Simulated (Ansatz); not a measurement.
AuCl, charge -1, doublet, at the geometry of the source list (the multiplicity is a formal guess) (core potentials on Au) (a gas-phase anion, which may not be bound at this level); Ansatz (a first-principles code) with CAM-B3LYP/def2-TZVPP.

Here is a job for Ansatz.
Ansatz 0.2 input:
```yaml
crystal:
  periodic: [false, false, false]
  atoms:
    - {symbol: Au, position_ang: [-0.68490000, -0.60480000, -0.64320000]}
    - {symbol: Cl, position_ang: [0.68490000, 0.60480000, 0.64320000]}
basis:
  gaussian:
    orbitals: def2-TZVPP
hamiltonian:
  xc: cam_b3lyp
total_charge: -1
magnetization: {spin_polarized: true, initial_magnetization: 1}
```

Write the output that Ansatz gives for this input, abridged.


```
Functional definition: CAM-B3LYP
694 factors; their error is unknown
114 factors; integrals over basis functions are off by at most 1.9e-4 eV
mean field evaluation 1: about -16216.2294 eV, gradient 2.1e1 eV
mean field evaluation 2: about -16215.8262 eV, gradient 2.5e1 eV
mean field evaluation 4: about -16217.8496 eV, gradient 8.2e-1 eV
mean field evaluation 8: about -16217.8660 eV, gradient 1.1e-1 eV
mean field evaluation 16: about -16217.9162 eV, gradient 6.6e-5 eV
mean field -16217.91615411 eV, -595.9974257650 hartree, gradient 6.6e-5 eV, S^2 0.753695; 0 other end points of the search recorded, 0 dependent functions left out
reference -16217.91624061 eV, -595.9974289440 hartree; 19, 18 occupied and 79, 80 virtual orbitals, 694 factors
Total energy: -16217.91624061 eV, -595.9974289440 hartree
```
